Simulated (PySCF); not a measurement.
## Stretching CaO⁺

Set-up: Ca 6-31G(d,p), O 6-31G(d,p); no relativity (PySCF 2.14). Energies in eV from Ca⁺ + O in their ground configurations at the same level. All curves are PBE0. state 1: ²Π (doublet), unpaired electrons π ↑; state 2: ²Σ⁺ (doublet), unpaired electrons σ ↑, a second solution, started from another occupation; state 3: ⁴Σ⁻ (quartet), unpaired electrons σ ↑, π ↑↑, a second solution, started from another occupation.

| R (Å) | state 1 | state 2 | state 3 |
| --- | --- | --- | --- |
| 1.700 | -2.636 | -3.167 | 3.6065 |
| 1.779 | -3.209 | -3.448 | 2.4262 |
| 1.858 | -3.526 | -3.536 | 1.5616 |
| 1.918 | -3.637 | -3.507 | 1.0734 |
| 1.977 | -3.666 | -3.418 | 0.6923 |
| 2.036 | -3.631 | -3.283 | 0.3966 |
| 2.115 | -3.513 | -3.052 | 0.1048 |
| 2.214 | -3.286 | -2.711 | -0.1387 |
| 2.333 | -2.943 | -2.261 | -0.3110 |
| 2.491 | -2.435 | -1.646 | -0.4166 |

Question: Put a parabola through the three lowest points of the state 1 curve and estimate Re, k and ωe (reduced mass 11.42 u; 1 eV/Å² = 0.16022 mdyn/Å; ωe = 1302.8·√(k/μ) cm⁻¹).

Answer: Through R = 1.918, 1.977, 2.036 Å the second-order coefficient is 9.19 eV/Å², so Re ≈ 1.974 Å, k ≈ 2.95 mdyn/Å and ωe ≈ 662 cm⁻¹. A polynomial fit of higher order to the unrounded PBE0 energies gives Re = 1.972 Å, k = 2.93 mdyn/Å, ωe = 660 cm⁻¹; anharmonicity and rounding make the difference.

The higher-order fit for each curve: state 1: Re = 1.972 Å, ωe = 660 cm⁻¹, De = 3.67 eV; state 2: Re = 1.864 Å, ωe = 720 cm⁻¹, minimum 3.54 eV below the ground-state fragments; state 3: Re = 2.662 Å, ωe = 185 cm⁻¹, minimum 0.444 eV below the ground-state fragments.

For an ion De counts to the pair picked by the measured ionisation energies or electron affinities, which need not be the lowest pair at this level. Counting both spins, an empty level lies below a filled one in some of these solutions, because spin and occupation are held. The state was picked by a PBE0 search and need not be the measured ground state.
